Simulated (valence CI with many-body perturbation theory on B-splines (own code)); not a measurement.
Ar V: what each term of the Hamiltonian does

Calculated by relativistic CI+MBPT: four valence electrons over a frozen Dirac-Fock core [Ne], a basis of 11 s, 11 p, 9 d, 7 f, 5 g, 2 h, 1 i functions for each j, with the one-electron correlation potential Σ1, the two-electron term Σ2, the three-electron term Σ3, Breit, model QED; selected CI, second order for the rest, scaled by the run's own slope (own B-spline code, finite nucleus).

Against 28 measured levels this calculation errs by 66 cm⁻¹ on average and by 230 at most. These come from a selection out of Saloman, J. Phys. Chem. Ref. Data 39, 033101 (2010). Levels without a partner in it may be off by more. Among the levels kept, up to 330 cm⁻¹ of a level comes from second order outside the variational space, and about a tenth of that is noise between levels of different J, which matters for small intervals. 3 measured levels below the end of the list, from 252141 cm⁻¹ on, found no clear computed partner, and computed levels of the same name lie up to 13011 cm⁻¹ from them.

Each rung adds one term. CI alone is the Dirac-Coulomb CI over the frozen core; QED comes last and gives the full result, which names the levels. Energies are above 3s²3p² ³P_0 on the same rung, in cm⁻¹.

Names give the largest LS component (configuration and term), which can be under half, so a name can repeat, a term be missing and a line seem to break the LS rules; names also repeat where a configuration has a term twice.

| Level | CI alone | Σ1 | Σ2 | Σ3 | Breit | QED | Full |
| --- | --- | --- | --- | --- | --- | --- | --- |
| 3s²3p² ³P_1 | 774 | +15 | +4.0 | +0.9 | -33 | +2.0 | 764 |
| 3s²3p² ³P_2 | 2071 | +37 | +7.5 | +1.2 | -90 | +5.0 | 2032 |
| 3s²3p² ¹D_2 | 16573 | +84 | -161 | -53 | -75 | +4.3 | 16374 |
| 3s²3p² ¹S_0 | 38461 | +143 | -337 | -132 | -67 | +2.7 | 38070 |
| 3s3p³ ⁵S°_2 | 84641 | +92 | +961 | +111 | -52 | -89 | 85664 |
| 3s3p³ ³D°_1 | 121058 | +216 | +383 | +46 | -63 | -78 | 121563 |
| 3s3p³ ³D°_2 | 121110 | +217 | +380 | +46 | -67 | -78 | 121608 |
| 3s3p³ ³D°_3 | 121261 | +221 | +378 | +47 | -92 | -77 | 121738 |
| 3s3p³ ³P°_2 | 141648 | +283 | +30 | -25 | -80 | -77 | 141778 |
| 3s3p³ ³P°_0 | 141640 | +282 | +30 | -27 | -64 | -77 | 141784 |
| 3s3p³ ³P°_1 | 141654 | +282 | +31 | -26 | -77 | -77 | 141788 |
| 3s3p³ ¹D°_2 | 154229 | +342 | -263 | +5.6 | -132 | -43 | 154139 |
| 3s²3p3d ³F°_2 | 186607 | +481 | -384 | -179 | -139 | +5.6 | 186391 |
| 3s²3p3d ³F°_3 | 187338 | +497 | -386 | -179 | -179 | +7.6 | 187099 |
| 3s²3p3d ³F°_4 | 188341 | +521 | -385 | -178 | -230 | +11 | 188079 |
| 3s3p³ ³S°_1 | 194508 | +422 | -2926 | -88 | -55 | -95 | 191767 |
| 3s3p³ ¹P°_1 | 197434 | +480 | -2010 | -146 | -106 | -74 | 195578 |
| 3s²3p3d ³P°_2 | 219144 | +611 | -1716 | -295 | -154 | -6.4 | 217584 |
| 3s²3p3d ³P°_1 | 219830 | +621 | -1689 | -294 | -174 | -3.5 | 218291 |

The middle columns are the shifts that each term adds.

(1) How does the ionisation energy move along the ladder, and which term matters most?

Results:

(1) CI alone 74.581, + Σ1 74.934, + Σ2 74.794, + Σ3 74.749, + Breit 74.736, + QED 74.738 eV. The largest step is Σ1, 0.354 eV. NIST lists 74.84 ± 0.17 eV (semi-empirical).
